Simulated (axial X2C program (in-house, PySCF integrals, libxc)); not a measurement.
**Nuclear properties of HGeH⁻**

Computed with an in-house all-electron X2C program for linear molecules (integrals from PySCF): two-component X2C with atomic mean-field Coulomb and Gaunt terms, Gaussian nuclei, basis H dyall-v3z, Ge dyall-v3z with contracted cores.

H–Ge–H held linear, with bonds 1.748 and 1.748 Å (near the PBE0 minimum at charge -1 of the determinant lowest at the starting distance; the state shown can have its own minimum elsewhere, held linear; other orders of the atoms were not compared).

Input and command:
```json
{"zs": [1, 32, 1], "q": -1, "bas": ["dyall-v3z", "dyall-v3z", "dyall-v3z"], "r0": [1.53, 1.53], "symm": 1, "scan": ["PBE0", "HF", "BHandHLYP"], "levels": ["PBE0", "HF", "B3LYP"], "nst": 2}
```
```bash
python solin.py task.json out
```

Keys: zs atomic numbers; q charge; bas basis sets; r0 starting distance in Å; symm equal bonds; scan levels of the two-bond scan; levels methods; nst determinants followed.

Determinant lowest in the PBE0 search, Ω = 3/2 (⟨Sz⟩ = 1.50, ⟨Lz⟩ = 0.00 at PBE0), spin on the atoms H 0.22, Ge 1.05, H 0.22:

| level | A∥/gI H (MHz) | qzz H (a.u.) | A∥/gI Ge (MHz) | qzz Ge (a.u.) |
| --- | --- | --- | --- | --- |
| PBE0 | 31.2 | 0.06 | 646 | -0.52 |
| HF | 33.8 | 0.06 | 698 | -0.32 |
| B3LYP | 35 | 0.06 | 674 | -0.44 |

A∥ (defined per Ω) follows by multiplying with gI = μI/(I μN); qzz is the electric field gradient, eQq0 = 234.96 MHz × Q/barn × qzz. The operators were transformed with the bare-nucleus X2C matrices; with these basis sets, hyperfine constants and field gradients can be off by tens of per cent, and where levels differ in sign neither size nor sign is settled.

Q: With gI(1H) = 5.5857, gI(73Ge) = -0.1954, Q(73Ge) = -0.196 barn (g factors from the IAEA table of nuclear moments by Stone; Q from Pyykkö, Mol. Phys. 2018), turn the PBE0 values of the first state into constants in MHz.

A: A∥(1H) = 31.2 × 5.5857 = 174 MHz; A∥(73Ge) = 646 × -0.1954 = -126 MHz; eQq0(73Ge) = 234.96 × (-0.196) × (-0.52) = 23.9 MHz.

The molecule was held linear; bending was not examined, so a bent shape may lie lower.

Each state is one determinant with collinear spin, which with several unpaired electrons need not be a pure state. Unrestricted Hartree–Fock can overshoot spin polarisation at the nuclei. For an anion, determinants above electron detachment, or with a positive highest level, are held by the basis set. This is the top spin component of a Σ state; components of lower Ω are not single determinants and can lie lower. With several open shells hyperfine constants can be off by a factor of several. States lie within half an eV, so the first need not be the ground state. Further determinants of the search, some of them spin-mixed, are not shown.
